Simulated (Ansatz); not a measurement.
# Worked example: CHBrCl2 + GeH3(CH3) → CH2Cl2 + GeH2(CH3)Br

Gas-phase species: CHBrCl2 (bromodichloromethane) `ClC(Cl)Br`, singlet; GeH3(CH3) (methyl germane), singlet; CH2Cl2 (dichloromethane) `ClCCl`, singlet; GeH2(CH3)Br, singlet. The partners trade Br for H: C–Br and Ge–H bonds give way to C–H and Ge–Br.

Shapes, held fixed at every level: PBE0-D4/def2-TZVP. Programs: Ansatz 0.2.0. The zero-point and thermal change to 298 K, harmonic and unscaled (PBE0-D4/def2-TZVP), is +10.4 kJ/mol.

At CCSD(T)/def2-TZVPP; 1 Eh = 2625.50 kJ/mol:

```
    species   energy (Eh)
    CHBrCl2  -3530.781167
  GeH3(CH3)  -2117.237880
     CH2Cl2   -958.682638
GeH2(CH3)Br  -4689.399232
```

Q: Work out ΔH(298 K) of the reaction at this level.

A: 
1. Products less reactants: (-958.682638) + (-4689.399232) − [(-3530.781167) + (-2117.237880)] = -0.062823 Eh = -164.9 kJ/mol.
2. With the thermal change: -164.9 + (+10.4) = -154.5 kJ/mol.

Other levels give -186.9 (HF/def2-TZVPP) to -155.0 kJ/mol (B3LYP-D4/def2-TZVPP). No measured value is set beside it here. Relativity is left out for Br, Ge. Outer-core shells of Br, Ge are correlated, in sets that cover them unevenly.
